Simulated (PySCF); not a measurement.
A geometry optimisation on `CBOBF`.

Method: PBE0-D3(BJ)/def2-SVP geometry optimisation, gas phase (PySCF 2.14.0). Start geometry: GFN2-xTB. The input is one job of a driver script: a line of settings, then coordinates in Å.

Command:
```bash
OMP_NUM_THREADS=1 python probes_run.py task.json out
```

Input:
```
{"job": {"xc": "PBE0", "basis": "def2-SVP", "d3": "d3bj", "grid": 1, "shake": 0.01, "kind": "geom"}, "charge": 0, "multiplicity": 1}
C     -1.575250     0.206940    -0.175780
B     -0.379380    -0.619830     0.375650
O      0.839140    -0.196970     0.226160
B      2.099170     0.212340    -0.014210
F      2.650900    -0.194910    -1.157560
H     -1.292290     1.178060    -0.631310
H     -2.129060    -0.337530    -0.932460
H     -2.294870     0.456670     0.605370
H     -0.552540    -1.627690     0.967900
H      2.684620     0.902000     0.715180
```

Output:
```
step   0  E = -265.53200781  max force = 0.058020
step   1  E = -265.53648380  max force = 0.010234
step   2  E = -265.53635421  max force = 0.007102
step   3  E = -265.53682387  max force = 0.002244
step   4  E = -265.53689529  max force = 0.002168
step   5  E = -265.53695592  max force = 0.002688
step   6  E = -265.53700751  max force = 0.001589
step   7  E = -265.53704105  max force = 0.000858
step   8  E = -265.53706611  max force = 0.001084
step   9  E = -265.53692029  max force = 0.002667
... (9 lines left out)
step  19  E = -265.53711965  max force = 0.000477
step  20  E = -265.53711967  max force = 0.000469
step  21  E = -265.53711968  max force = 0.000465
step  22  E = -265.53711968  max force = 0.000463
step  23  E = -265.53711968  max force = 0.000460
step  24  E = -265.53711968  max force = 0.000457
step  25  E = -265.53711967  max force = 0.000456
step  26  E = -265.53711966  max force = 0.000453
step  27  E = -265.53711965  max force = 0.000451
step  28  E = -265.53711964  max force = 0.000449
optimisation converged
```

Energies in Eh; «max force» is the largest Cartesian gradient component in Eh/bohr.

Question: At which steps does the energy rise by more than 1e-5 Eh?

Answer: At steps 2 (+0.13 mEh) and 9 (+0.15 mEh).

Main results: final energy -265.53712 Eh after 28 steps; dipole 1.36 D.

Question: Where do the atoms end?

Answer: 0.070 Å rms from the input after alignment:
```
atom  x, y, z in Å
C1    -1.5870    0.0375   -0.2892
B2    -0.3356   -0.6951    0.2946
O3     0.8922   -0.1447    0.2336
B4     2.0619    0.4804    0.1333
F5     2.7972    0.2913   -0.9527
H6    -1.3650    1.0140   -0.7430
H7    -2.0704   -0.6067   -1.0437
H8    -2.3412    0.1725    0.5050
H9    -0.4160   -1.7840    0.8239
H10    2.4697    1.2074    1.0033
```

On one thread of an Arm Neoverse N1, on a shared host, this took 98 s and 0.38 GiB of memory at its peak.
Labels such as C1 count atoms from 1, the log's own numbers from 0.
